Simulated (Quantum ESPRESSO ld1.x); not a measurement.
Values are calculated unless marked as measured or tabulated.
All-electron atom: Cu19+ in [He] 2s2 2p5.5 3d0.5 (fractional occupations, a model configuration).

Level of theory: Dirac Kohn-Sham, BLYP, spin-unpolarised, spherical densities, point nucleus; open shells are shared between the two j in proportion to 2j + 1 (ld1.x of Quantum ESPRESSO 7.5).

Energy parts (eV):
part                    energy
total                 -39134.6
kinetic                39893.9
electron-nucleus      -84885.7
Hartree                 7084.2
exchange-correlation   -1227.0

Orbitals (lengths in bohr, moments of r in powers of bohr; <r^-3> diverges for s and p1/2):
orbital     occ.  eigenvalue (eV)     <r^2>      <r>  <r^-3>
1s1/2          2         -9657.00  0.003647  0.05207       -
2s1/2          2         -1803.87   0.06203   0.2296       -
2p1/2    1.83333         -1684.02   0.04803   0.1983       -
2p3/2    3.66667         -1662.32   0.04941   0.2014   722.2
3d3/2        0.2         -600.291    0.2879   0.4995   25.42
3d5/2        0.3         -599.248    0.2894   0.5009   24.93

The highest occupied level is 3d5/2 at -599.25 eV. Summed over all electrons, <r^2> = 0.5450 bohr^2, which gives a Langevin (diamagnetic) susceptibility term of -0.432 x 10^-6 cm^3/mol.
